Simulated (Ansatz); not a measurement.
Isolated molecules relaxed with PBE0-D4/def2-TZVP in Ansatz; ΔE leaves out vibrations. CCSD(T)/CBS adds triple-zeta CCSD(T) − MP2 to the extrapolated MP2 energy (def2 sets, frozen cores). This one scheme is used for every species. Functionals use def2-TZVPP. B3LYP here is the variant with VWN-RPA as its local correlation; programs differ in this. Each species was taken in one conformer, which may not be the lowest.

Reaction (cleavage of the Si–Si bond): `N[Si@@H]1C[Si@H]1[SiH3]` + `N[SiH](O)F` → `O[SiH](F)N[SiH3]` + `N[SiH]1C[SiH2]1`

| level | ΔE (kJ/mol) | difference from CCSD(T)/CBS |
| --- | --- | --- |
| PBE-D4 | -16.5 | 20.8 |
| r2SCAN-D4 | -29.2 | 8.1 |
| PBE0-D4 | -23.7 | 13.6 |
| B3LYP-D4 | -36.8 | 0.5 |
| ωB97X-V | -38.8 | -1.5 |
| ωB97M-V | -42.8 | -5.5 |
| B2PLYP | -40.0 | -2.7 |
| PBE | -16.4 | 20.9 |
| r2SCAN | -29.4 | 7.9 |
| PBE0 | -23.8 | 13.5 |
| B3LYP | -36.5 | 0.8 |
| HF/def2-TZVPP | -57.3 | -20.0 |
| MP2/def2-TZVPP | -42.6 | -5.3 |
| SCS-MP2/def2-TZVPP | -46.6 | -9.3 |
| CCSD/def2-TZVPP | -41.3 | -4.0 |
| CCSD(T)/def2-TZVPP | -37.8 | -0.5 |
| HF/def2-QZVPP | -58.4 | -21.1 |
| MP2/def2-QZVPP | -42.7 | -5.4 |
| SCS-MP2/def2-QZVPP | -46.6 | -9.3 |
| HF/CBS(def2) | -58.6 | -21.3 |
| MP2/CBS(def2) | -42.1 | -4.8 |
| CCSD/CBS(def2) | -40.8 | -3.5 |
| CCSD(T)/CBS | -37.3 | 0 |

Largest T1 diagnostic among the species: 0.013.

In def2-TZVPP, CCSD(T) changes the Hartree–Fock value by +19.5 kJ/mol (the triples alone add +3.5 kJ/mol) and MP2 by +14.7 kJ/mol. From PBE to PBE0 (25 % exact exchange), in def2-TZVPP and without D4, ΔE moves by −7.4 kJ/mol.
